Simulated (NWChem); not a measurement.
C3H6OSi; SMILES C1[SiH2]OCC=1

```xyz
11

C      0.6325     1.3336     0.0000
C      1.3462     0.1966     0.0000
Si     0.1044    -1.1913     0.0000
O     -1.2240    -0.1562     0.0000
C     -0.8646     1.2010     0.0000
H      1.0743     2.3379     0.0000
H      2.4385     0.1952     0.0000
H      0.1167    -2.0734     1.2063
H      0.1167    -2.0734    -1.2063
H     -1.2943     1.7091    -0.8858
H     -1.2943     1.7091     0.8858
```
Atoms are numbered in this order, from 1.

Level: PBE0/def2-SVP (NWChem), optimised geometry, unscaled harmonic frequencies. 

Q: List the harmonic frequencies with IR intensities, and the thermochemistry.

A: 
```
frequency (cm⁻¹)  IR intensity (km/mol)
----------------  ---------------------
171                                 5.4
332                                 0.5
504                                23.5
583                                 0.2
675                                25.0
686                                 5.0
725                               105.4
751                                 2.7
797                                31.8
897                               154.2
934                                 1.0
986                                 3.1
1005                              143.4
1035                                4.3
1068                               75.0
1184                              106.4
1229                                1.3
1315                                7.6
1374                                4.8
1472                                4.2
1660                               27.6
2222                              169.1
2234                              148.7
3016                               51.0
3053                               23.8
3177                                8.5
3235                                1.4
```

```
Property                                                                           Result
-----------------------------------------------------------------------  ----------------
zero-point energy                                                           51.9 kcal/mol
thermal correction to the enthalpy at 298.15 K (with zero-point energy)     55.6 kcal/mol
heat capacity Cv                                                         18.8 cal/(mol K)
entropy at 298.15 K and 1 atm (symmetry number 1)                        71.8 cal/(mol K)
dipole moment                                                                      1.78 D
```

Rigid rotor and harmonic oscillator.
